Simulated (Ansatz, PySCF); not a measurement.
Energy difference R1 → 2 P1, each structure at its B3LYP-D3(BJ)/def2-TZVP stationary point, reached from a drawn start (curvature not checked).
R1, O2 (SMILES O=O) (charge 0, multiplicity 3, Z-matrix in Å and degrees):
```
O
O 1 1.2043
```
P1: O atom, charge 0, multiplicity 3.

```json
[
 {"level": "HF/cc-pVDZ", "reaction energy (kJ/mol)": "115.5", "minus CCSD(T)/cc-pVQZ": "-374.8"},
 {"level": "HF/cc-pVTZ", "reaction energy (kJ/mol)": "137.1", "minus CCSD(T)/cc-pVQZ": "-353.2"},
 {"level": "HF/cc-pVQZ", "reaction energy (kJ/mol)": "140.1", "minus CCSD(T)/cc-pVQZ": "-350.2"},
 {"level": "SVWN5/def2-TZVPP", "reaction energy (kJ/mol)": "732.1", "minus CCSD(T)/cc-pVQZ": "241.8"},
 {"level": "PBE/def2-TZVPP", "reaction energy (kJ/mol)": "601.9", "minus CCSD(T)/cc-pVQZ": "111.7"},
 {"level": "BLYP/def2-TZVPP", "reaction energy (kJ/mol)": "567.4", "minus CCSD(T)/cc-pVQZ": "77.1"},
 {"level": "revPBE/def2-TZVPP", "reaction energy (kJ/mol)": "564.4", "minus CCSD(T)/cc-pVQZ": "74.1"},
 {"level": "r2SCAN/def2-TZVPP", "reaction energy (kJ/mol)": "543.2", "minus CCSD(T)/cc-pVQZ": "52.9"},
 {"level": "B97M-V/def2-TZVPP", "reaction energy (kJ/mol)": "512.2", "minus CCSD(T)/cc-pVQZ": "21.9"},
 {"level": "B3LYP/def2-TZVPP", "reaction energy (kJ/mol)": "517.8", "minus CCSD(T)/cc-pVQZ": "27.5"},
 {"level": "PBE0/def2-TZVPP", "reaction energy (kJ/mol)": "520.4", "minus CCSD(T)/cc-pVQZ": "30.1"},
 {"level": "BHLYP/def2-TZVPP", "reaction energy (kJ/mol)": "418.0", "minus CCSD(T)/cc-pVQZ": "-72.3"},
 {"level": "M06-2X/def2-TZVPP", "reaction energy (kJ/mol)": "510.5", "minus CCSD(T)/cc-pVQZ": "20.2"},
 {"level": "CAM-B3LYP/def2-TZVPP", "reaction energy (kJ/mol)": "520.7", "minus CCSD(T)/cc-pVQZ": "30.5"},
 {"level": "wB97X-V/def2-TZVPP", "reaction energy (kJ/mol)": "529.4", "minus CCSD(T)/cc-pVQZ": "39.1"},
 {"level": "wB97M-V/def2-TZVPP", "reaction energy (kJ/mol)": "515.2", "minus CCSD(T)/cc-pVQZ": "24.9"},
 {"level": "B2PLYP/def2-TZVPP", "reaction energy (kJ/mol)": "511.6", "minus CCSD(T)/cc-pVQZ": "21.4"},
 {"level": "MP2/cc-pVDZ", "reaction energy (kJ/mol)": "483.1", "minus CCSD(T)/cc-pVQZ": "-7.2"},
 {"level": "MP2/cc-pVTZ", "reaction energy (kJ/mol)": "524.7", "minus CCSD(T)/cc-pVQZ": "34.4"},
 {"level": "MP2/cc-pVQZ", "reaction energy (kJ/mol)": "539.3", "minus CCSD(T)/cc-pVQZ": "49.0"},
 {"level": "SCS-MP2/cc-pVDZ", "reaction energy (kJ/mol)": "435.3", "minus CCSD(T)/cc-pVQZ": "-55.0"},
 {"level": "SCS-MP2/cc-pVTZ", "reaction energy (kJ/mol)": "477.8", "minus CCSD(T)/cc-pVQZ": "-12.5"},
 {"level": "SCS-MP2/cc-pVQZ", "reaction energy (kJ/mol)": "493.4", "minus CCSD(T)/cc-pVQZ": "3.1"},
 {"level": "CCSD/cc-pVDZ", "reaction energy (kJ/mol)": "413.8", "minus CCSD(T)/cc-pVQZ": "-76.5"},
 {"level": "CCSD/cc-pVTZ", "reaction energy (kJ/mol)": "444.1", "minus CCSD(T)/cc-pVQZ": "-46.2"},
 {"level": "CCSD/cc-pVQZ", "reaction energy (kJ/mol)": "457.1", "minus CCSD(T)/cc-pVQZ": "-33.2"},
 {"level": "CCSD(T)/cc-pVDZ", "reaction energy (kJ/mol)": "435.1", "minus CCSD(T)/cc-pVQZ": "-55.1"},
 {"level": "CCSD(T)/cc-pVTZ", "reaction energy (kJ/mol)": "475.3", "minus CCSD(T)/cc-pVQZ": "-15.0"},
 {"level": "CCSD(T)/cc-pVQZ", "reaction energy (kJ/mol)": "490.3", "minus CCSD(T)/cc-pVQZ": "0.0"}
]
```

 The comparison column counts from a level with limits of its own.

P less R. No zero-point or thermal terms; open shells are unrestricted; no spin–orbit coupling.

Correlated levels freeze the cores.

Run with Ansatz (an electronic-structure program) with Gaussian orbitals; PySCF for M06-2X. All values are computed, each at the level named.
